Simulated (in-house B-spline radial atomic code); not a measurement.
## B3LYP (VWN-RPA) excitations of Pb4+

Method: B3LYP (VWN-RPA). Computed with an all-electron radial atomic-structure program (B-spline basis): linear response of the closed shell [Xe] 4f14 5d10 with the functional's adiabatic kernel; scalar-relativistic (spin-free one-electron X2C), finite nucleus, no spin-orbit coupling, no double excitations, S, P, D and F terms only; shells from n = 3 respond. Only terms of natural parity with L up to 3 were computed.

Spin-orbit coupling is strong here, so these LS terms don't match observed levels.

Command:
```bash
python run_td.py task.json out
```
Settings (radii: box in bohr, nucleus in fm):
```
Z                        82
electrons                78
configuration            [Xe] 4f14 5d10
hamiltonian              x2c
method                   b3lyp
box_radius               19.1
rms_radius               5.5012
intervals                70
```

Cost of the run: 13 s on 1 thread of Arm Neoverse N1 (shared host).

The lowest states, in the order of their Tamm-Dancoff energies; the method's threshold (minus the highest occupied level) is 63.46 eV. Labels give the largest channel, * marks a mixed state, and oscillator strengths are full-response dipole values. Semilocal kernels can invert the small singlet-triplet splittings of Rydberg terms. Energies in eV:

```tsv
state	full response	Tamm-Dancoff	oscillator strength
5d → 6s 3D	13.342	13.370	-
5d → 6s 1D	14.441	14.482	-
5d → 6p 3P	25.457	25.485	-
5d → 6p 3F	25.686	25.705	-
5d → 6p 1F	26.216	26.218	-
5d → 6p 1P	27.200	27.303	1.04
5d → 6d 3S	39.30	39.32	-
5d → 6d 3D	39.76	39.76	-
5d → 6d 1D	40.10	40.12	-
5d → 7s 3D	40.61	40.62	-
5d → 7s 1D	40.80	40.80	-
5d → 5f 3P	?	?	-
5d → 6d 1S	42.54	42.84	-
5d → 5f 3F	43.15	43.16	-
5d → 5f 1F	43.80	43.81	-
5d → 7p 3P	44.98	44.98	-
5d → 7p 3F	45.02	45.02	-
5d → 7p 1P*	44.99	45.04	0.355
5d → 7p 1F	45.13	45.13	-
5d → 5f 1P*	46.24	46.46	2.44
5d → 7d 3S	?	?	-
5d → 7d 3D	50.36	50.37	-
```

(1) Where does 5d → 7d 3S lie?

(2) Where does 5d → 5f 3P lie?

(3) How large is the singlet-triplet splitting of 5d → 6s (D terms) in Tamm-Dancoff?

(4) What polarisabilities and dispersion coefficient does the method give?

## Answers

(1) At 50.20 eV in full response, 50.21 eV in Tamm-Dancoff.

(2) At 42.63 eV in full response, 42.65 eV in Tamm-Dancoff.

(3) 1.11 eV, from the unrounded values.

(4) Dipole 3.824 bohr³, quadrupole 11.48 bohr⁵, C6 20.3 hartree·bohr⁶ for two such species.
